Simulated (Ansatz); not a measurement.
Results of the Gaussian-basis code of Ansatz.

Basis-set series for CH6FGeN, SMILES `C[NH][GeH2][F]`. Total charge 0; spin multiplicity 1. Geometry: relaxed with PBE0-D4/def2-TZVP. It is one conformer, not always the lowest.

```xyz
10

C     1.179    0.787   -0.149
N     0.329   -0.088    0.636
Ge   -1.128   -0.887   -0.068
F    -2.372    0.281   -0.473
H     0.795    1.810   -0.242
H     2.182    0.835    0.285
H     1.286    0.383   -1.159
H     0.240    0.206    1.597
H    -0.750   -1.525   -1.408
H    -1.761   -1.804    0.982
```

```csv
functional,basis,functions,energy (Eh),HOMO (eV),LUMO (eV)
PBE0-D4,def2-SVP,104,-2272.47066,-7.06,1.14
PBE0-D4,def2-QZVPP,440,-2273.02706,-7.24,0.35
ωB97M-V,def2-SVP,104,-2272.73835,-9.41,2.98
ωB97M-V,def2-QZVPP,440,-2273.30063,-9.60,1.63
```

Problem. Give the rows for def2-TZVPP. (An estimate is asked.)

Solution. The calculation gave: 
| functional | basis | functions | energy (Eh) | HOMO (eV) | LUMO (eV) |
| --- | --- | --- | --- | --- | --- |
| PBE0-D4 | def2-TZVPP | 225 | -2272.96987 | -7.20 | 0.68 |
| ωB97M-V | def2-TZVPP | 225 | -2273.24505 | -9.56 | 2.25 |

Positive LUMOs are unbound and depend on the basis. Scalar relativity is left out up to krypton.
